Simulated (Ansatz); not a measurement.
Reaction (cleavage of the Si–Si bond): `O[SiH](O)[SiH2]F` + `O[SiH2]S` → `O[SiH2]S[SiH](O)O` + `F[SiH3]`

Gas-phase electronic energies from Ansatz, PBE0-D4/def2-TZVP geometries. CBS: MP2 limit from def2 TZ/QZ plus the TZ coupled-cluster correction, frozen cores. This one scheme is used for every species. DFT in def2-TZVPP. B3LYP here is the variant with VWN-RPA as its local correlation; programs differ in this. Each species was taken in one conformer, which may not be the lowest.

Problem. Is it downhill or uphill in electronic energy at CCSD(T)/CBS, and by how much? (Estimate.)

Solution. The calculation gave: Downhill: ΔE = -24.2 kcal/mol.

Problem. What do these levels give: r2SCAN-D4, B3LYP-D4, ωB97M-V, B3LYP, HF/def2-TZVPP, SCS-MP2/def2-QZVPP? (Estimate.)

Solution. Ansatz gave: r2SCAN-D4 -24.0, B3LYP-D4 -22.9, ωB97M-V -24.8, B3LYP -20.6, HF/def2-TZVPP -22.8, SCS-MP2/def2-QZVPP -25.3 kcal/mol.

Largest T1 diagnostic among the species: 0.012.

From PBE to PBE0 (25 % exact exchange), in def2-TZVPP and without D4, ΔE moves by −1.6 kcal/mol. In def2-TZVPP, CCSD(T) changes the Hartree–Fock value by −1.0 kcal/mol (the triples alone add −0.6 kcal/mol) and MP2 by −3.8 kcal/mol.
